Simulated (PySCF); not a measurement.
C3H14N2Si2.
Bonds: C1–C2, C2–C3, C2–Si4, Si4–Si5, Si5–N6, Si5–N7. Hydrogens: H8, H9, H10 on C1; H11 on C2; H12, H13, H14 on C3; H15, H16 on Si4; H17 on Si5; H18, H19 on N6; H20, H21 on N7.

Method: PBE0-D3(BJ)/def2-SVP geometry optimisation, gas phase in PySCF.

Task: What internal coordinates does the optimisation give?

Result: 
| bond | length (pm) | order |
| --- | --- | --- |
| C1–C2, C2–C3 | 152.8 | single |
| C2–Si4 | 190.9 | single |
| Si4–Si5 | 235.5 | single |
| Si5–N6, Si5–N7 | 173.0 | single |
| C1–H8 and 5 like bonds | 110.3 | single |
| C2–H11 | 110.7 | single |
| Si4–H15, Si4–H16 | 150.3 | single |
| Si5–H17 | 150.5 | single |
| N6–H18 and 3 like bonds | 101.3 | single |

Bonds in one row agree within 1 pm and their mean is given. Orders are formal, as drawn. A selection of angles:
| angle | degrees |
| --- | --- |
| C2–C1–H8 | 112.1 |
| H8–C1–H9 | 107.5 |
| C1–C2–C3 | 111.9 |
| C1–C2–Si4 | 111.3 |
| C1–C2–H11 | 108.4 |
| Si4–C2–H11 | 105.5 |
| C2–Si4–Si5 | 112.6 |
| C2–Si4–H15 | 108.9 |
| Si5–Si4–H15 | 110.4 |
| H15–Si4–H16 | 106.7 |
| Si4–Si5–N6 | 116.7 |
| Si4–Si5–N7 | 104.2 |
| Si4–Si5–H17 | 109.1 |
| N6–Si5–N7 | 108.4 |
| N6–Si5–H17 | 102.7 |
| N7–Si5–H17 | 116.2 |
| Si5–N6–H18 | 120.0 |
| Si5–N6–H19 | 120.6 |
| H18–N6–H19 | 111.7 |

Torsions: C1–C2–Si4–Si5 -50° (synclinal); C2–Si4–Si5–N6 -162° (antiperiplanar). The mirror-image conformer, all signs reversed, is as good.

N6 (silicon-bound nitrogen) has angles 120.6°, 120.0° and 111.7°, sum 352.3°, 0.19 Å off the plane of its three neighbours. Si4 (SiH2 silicon) is tetrahedral (angles from 106.7° to 112.6°). Si5 (SiH silicon) is distorted tetrahedral (angles from 102.7° to 116.7°). Of the pairs four or more bonds apart, Si5···H8 is among the closest relative to their van der Waals radii: 3.20 Å, 97 % of the sum of Bondi's values.

Point group: C1 (no symmetry element, even within 0.4 Å). PBE0-D3(BJ)/def2-SVP frequencies: not computed here. One conformer, not necessarily the lowest (C1–C2–Si4–Si5 -50°, C2–Si4–Si5–N6 -162°, Si4–Si5–N6–H -95° and 52°, Si4–Si5–N7–H 27° and 178°).

Hardware: an Arm Neoverse V1 with one thread, on a shared host. Cost: 3.2 min. This is the geometry optimisation.
